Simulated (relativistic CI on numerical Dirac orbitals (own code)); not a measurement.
Pt³⁺: resonant inelastic scattering at the O2,3 edge

Computed with this model: Dirac-Coulomb-Breit CI, separate exchange-only KLI orbitals for each configuration, a model potential for QED, Kramers-Heisenberg scattering through one core-hole configuration in a parametric crystal field, unscaled Slater integrals; configurations [Xe] 4f14 5d7 → [Kr] 4d10 4f14 5s2 5p5 5d8; 300 K; core-hole width 1 eV; summed over polarisations. Incident energies are the highest absorption maxima for each field (at most a few, so the weaker spin-orbit partner edge can be absent), on the computed scale of the free ion. Intensities are in per cent of the strongest line above 0.02 eV; levels within 1 cm⁻¹ are merged; final levels count from the ground level, the first row holds all elastic scattering, lines under 0.4 are left out and each table stops after 24 rows. The scale of the Slater integrals is a model choice and moves the terms in proportion.

Field parameters in Wybourne normalisation: Td as Oh with Dq negative (B⁴₀ = 21Dq, B⁴₄ = √(5/14) B⁴₀). The field is a parameter set, without covalency.

S is read from ⟨S²⟩ = S(S + 1).

Td, 10Dq = -3100 cm⁻¹:

| Final level (eV) | Degeneracy | Irrep | S | 54.1 eV | 55 eV | 58.6 eV |
| --- | --- | --- | --- | --- | --- | --- |
| 0.000 | 4 | Γ8 | 1.42 | 303.9 | 435.3 | 121.7 |
| 0.217 | 4 | Γ8 | 1.39 | 97.6 | 100.0 | 18.6 |
| 0.301 | 2 | Γ6 | 1.38 | 33.6 | 25.8 | 2.8 |
| 1.202 | 4 | Γ8 | 1.43 | 29.0 | 9.7 | 17.0 |
| 1.246 | 2 | Γ6 | 1.47 | 9.8 | 7.4 | 1.6 |
| 1.266 | 2 | Γ7 | 1.47 | 14.4 | 5.4 | 10.0 |
| 1.560 | 4 | Γ8 | 1.35 | 7.6 | 21.1 | 4.9 |
| 1.619 | 2 | Γ7 | 1.32 | 9.9 | 20.5 | 14.3 |
| 1.730 | 4 | Γ8 | 1.13 | 2.0 | 1.2 | 2.2 |
| 2.304 | 4 | Γ8 | 1.31 | 1.1 | 2.4 | 0.5 |
| 2.459 | 2 | Γ6 | 0.70 | 10.9 | 5.0 | 10.1 |
| 2.473 | 4 | Γ8 | 0.92 | 28.0 | 20.7 | 23.6 |
| 2.558 | 4 | Γ8 | 1.25 | 17.5 | 16.8 | 24.4 |
| 2.674 | 2 | Γ7 | 1.48 | 4.4 | 7.2 | 8.3 |
| 2.746 | 4 | Γ8 | 0.68 | 62.5 | 45.7 | 33.6 |
| 3.033 | 2 | Γ6 | 1.25 | 0.8 | 0.4 | 0.5 |
| 3.303 | 4 | Γ8 | 0.61 | 0.6 | 0.6 | 16.5 |
| 3.365 | 2 | Γ7 | 0.54 | 0.3 | 0.5 | 13.6 |
| 3.398 | 2 | Γ6 | 0.53 | 0.2 | 0.8 | 3.8 |
| 3.471 | 4 | Γ8 | 0.54 | 1.4 | 1.0 | 23.4 |
| 3.500 | 2 | Γ7 | 0.57 | 1.4 | 0.3 | 18.8 |
| 3.513 | 4 | Γ8 | 0.56 | 1.7 | 1.0 | 54.1 |
| 3.640 | 2 | Γ6 | 0.51 | 0.8 | 0.5 | 37.7 |
| 3.976 | 4 | Γ8 | 1.07 | 0.3 | 1.2 | 3.3 |

Td, 10Dq = -7050 cm⁻¹:

```csv
Final level (eV),Degeneracy,Irrep,S,52.4 eV,54.7 eV,58.7 eV
0.000,4,Γ8,1.44,196.1,501.5,121.2
0.542,4,Γ8,1.35,50.2,100.0,29.0
0.725,2,Γ6,1.33,12.0,32.9,5.4
1.390,4,Γ8,1.37,7.3,46.9,40.5
1.571,2,Γ7,1.47,4.4,16.1,12.2
1.604,2,Γ6,1.45,1.2,16.8,4.2
1.927,4,Γ8,1.33,5.1,21.7,10.7
1.949,2,Γ7,1.27,6.2,28.4,26.5
2.099,4,Γ8,1.11,2.7,18.2,12.4
2.527,4,Γ8,0.77,3.7,31.5,56.8
2.536,2,Γ6,0.78,1.1,6.1,14.1
2.678,4,Γ8,1.33,1.5,8.6,4.4
2.937,4,Γ8,1.26,2.3,25.9,14.4
3.174,4,Γ8,0.77,14.8,58.0,33.4
3.244,2,Γ7,1.46,1.3,2.0,7.8
3.381,4,Γ8,0.80,1.0,0.9,25.5
3.383,2,Γ6,1.19,0.1,3.9,4.3
3.515,2,Γ7,0.71,0.2,0.7,20.8
3.652,2,Γ6,0.58,1.3,0.2,1.4
3.751,4,Γ8,0.67,0.5,2.2,57.4
3.772,2,Γ7,0.61,0.4,4.2,17.3
3.857,4,Γ8,0.56,3.5,4.8,33.0
4.126,2,Γ6,0.54,0.7,0.9,54.7
4.390,4,Γ8,1.03,0.3,3.4,12.1
```

Td, 10Dq = -10950 cm⁻¹:

| Final level (eV) | Degeneracy | Irrep | S | 52.7 eV | 55 eV | 58.9 eV |
| --- | --- | --- | --- | --- | --- | --- |
| 0.000 | 4 | Γ8 | 1.45 | 288.0 | 529.1 | 105.8 |
| 0.878 | 4 | Γ8 | 1.29 | 52.0 | 100.0 | 36.6 |
| 1.132 | 2 | Γ6 | 1.27 | 10.1 | 31.0 | 8.5 |
| 1.647 | 4 | Γ8 | 1.29 | 19.0 | 63.3 | 52.7 |
| 1.935 | 2 | Γ7 | 1.46 | 5.4 | 30.4 | 10.3 |
| 2.041 | 2 | Γ6 | 1.39 | 3.4 | 28.0 | 9.5 |
| 2.258 | 4 | Γ8 | 1.17 | 8.9 | 25.3 | 11.8 |
| 2.278 | 2 | Γ7 | 1.21 | 9.7 | 34.1 | 30.9 |
| 2.480 | 4 | Γ8 | 1.15 | 10.1 | 45.5 | 21.8 |
| 2.628 | 4 | Γ8 | 0.89 | 1.7 | 37.5 | 67.9 |
| 2.694 | 2 | Γ6 | 0.92 | 1.3 | 2.6 | 13.2 |
| 3.099 | 4 | Γ8 | 1.34 | 5.6 | 21.5 | 8.7 |
| 3.417 | 4 | Γ8 | 1.04 | 4.6 | 22.6 | 22.7 |
| 3.605 | 4 | Γ8 | 0.86 | 2.4 | 20.4 | 10.3 |
| 3.691 | 4 | Γ8 | 0.95 | 8.0 | 24.8 | 47.0 |
| 3.702 | 2 | Γ7 | 0.84 | 0.5 | 1.9 | 30.5 |
| 3.792 | 2 | Γ6 | 1.07 | 0.1 | 6.5 | 9.0 |
| 3.913 | 2 | Γ7 | 1.30 | 0.4 | 5.8 | 14.5 |
| 4.027 | 2 | Γ6 | 0.67 | 2.3 | 1.0 | 0.8 |
| 4.076 | 4 | Γ8 | 0.85 | 0.8 | 6.4 | 57.1 |
| 4.174 | 2 | Γ7 | 0.86 | 0.9 | 4.5 | 9.0 |
| 4.276 | 4 | Γ8 | 0.58 | 5.1 | 10.4 | 26.6 |
| 4.624 | 2 | Γ6 | 0.60 | 0.4 | 1.0 | 58.9 |
| 4.879 | 4 | Γ8 | 1.02 | 0.3 | 7.1 | 16.6 |

For the first field the strongest loss at the lowest incident energy is the level at 0.22 eV (S = 1.39, against 1.42 in the thermal ground state). Levels of other spin, the first over 8 % at 2.46 eV, appear because spin-orbit coupling of the core hole, and in heavier ions of the valence shell too, mixes spins.
